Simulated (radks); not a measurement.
Task: Species: the antimony ion Sb1.75+. Configuration: [Kr] 4d10 5s2 5p(up 1, down 0.25) (fractional occupations, a model configuration). Calculated with a radial shooting solver on a logarithmic mesh with Libxc functionals: scalar-relativistic Kohn-Sham, LDA (Slater exchange, Perdew-Wang correlation), spin-polarised, spherical densities, point nucleus. Some entries of the table are withheld. Estimate them.

| orbital | occ. | eigenvalue (eV) | r(max) (bohr) | <r> (bohr) |
|---|---|---|---|---|
| 1s up | 1 | -30286.96 | 0.01837 | 0.02845 |
| 1s down | 1 | -30286.93 | 0.01837 | 0.02845 |
| 2s up | 1 | -4623.293 | 0.1038 | 0.1227 |
| 2s down | 1 | -4623.282 | 0.1038 | 0.1227 |
| 2p up | 3 | -4154.655 | 0.08306 | 0.1072 |
| 2p down | 3 | -4154.638 | 0.08306 | 0.1072 |
| 3s up | 1 | -918.7400 | 0.3003 | 0.3311 |
| 3s down | 1 | -918.7196 | 0.3003 | 0.3311 |
| 3p up | 3 | -765.9604 | 0.2937 | 0.3292 |
| 3p down | 3 | -765.9381 | 0.2937 | 0.3292 |
| 3d up | 5 | -532.1208 | 0.2440 | 0.3056 |
| 3d down | 5 | -532.1001 | 0.2440 | 0.3056 |
| 4s up | 1 | -164.4438 | 0.7221 | 0.7906 |
| 4s down | 1 | -164.3990 | 0.7221 | 0.7905 |
| 4p up | 3 | -117.5470 | 0.7617 | 0.8522 |
| 4p down | 3 | -117.4951 | 0.7617 | 0.8519 |
| 4d up | 5 | -49.4486 | 0.8465 | 1.028 |
| 4d down | 5 | -49.3463 | 0.8462 | 1.026 |
| 5s up | 1 | (1) | 1.848 | 2.100 |
| 5s down | 1 | (2) | 1.842 | 2.096 |
| 5p up | 1 | -18.5425 | 2.181 | 2.516 |
| 5p down | 0.25 | -17.9918 | 2.176 | 2.524 |

Result: 
(1) 5s up eigenvalue (eV): -27.7652
(2) 5s down eigenvalue (eV): -27.2435
